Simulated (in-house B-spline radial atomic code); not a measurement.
A run on neutral rhodium (an excited or competing configuration) that did not converge. Method: scalar-relativistic (X2C) wB97X, spin-polarised, spherical fractional occupations, exact exchange averaged over the configuration, Fermi nucleus of rms radius 4.4945 fm; computed with a B-spline radial code for spherical atoms.

Command:
```bash
python run_scf.py task.json out
```
Settings (nuclear radius in fm, mass in u):
```
Z                45
configuration    [Kr] 4d8 5f1
hamiltonian      x2c
method           wb97x
spin_polarised   True
nucleus          fermi
rms_radius       4.4945
atomic_mass      102.90549
speed_of_light   137.035999084
exact_exchange   averaged over the configuration
```

First and last ten iterations of the last attempt (damped for 15 steps, keeping 80 % of the old Fock matrix, then DIIS):
```
 iter        energy (Eh)    residual
    1       -4780.249092    4.53e-01
    2       -4781.049088    2.40e-01
    3       -4782.416142    1.53e-01
    4       -4783.059961    9.56e-02
    5       -4783.345457    6.30e-02
    6       -4783.466926    4.17e-02
    7       -4783.516402    2.70e-02
    8       -4783.536735    1.80e-02
    9       -4783.545088    1.29e-02
   10       -4783.548374    9.26e-03
  111       -4783.551703    1.24e-03
  112       -4783.551695    8.46e-04
  113       -4783.551713    5.14e-04
  114       -4783.551697    5.84e-04
  115       -4783.551703    7.69e-04
  116       -4783.551731    9.80e-04
  117       -4783.551720    1.02e-03
  118       -4783.551673    8.63e-04
  119       -4783.551746    8.76e-04
  120       -4783.551693    1.01e-03
 not converged after 120 iterations
```

The smallest residual met was 3.4e-04; the threshold is about 4e-07. No energy from this run should be used. Cost of the run: 18 s on 1 thread of Intel(R) Xeon(R) 6975P-C, on a shared host.
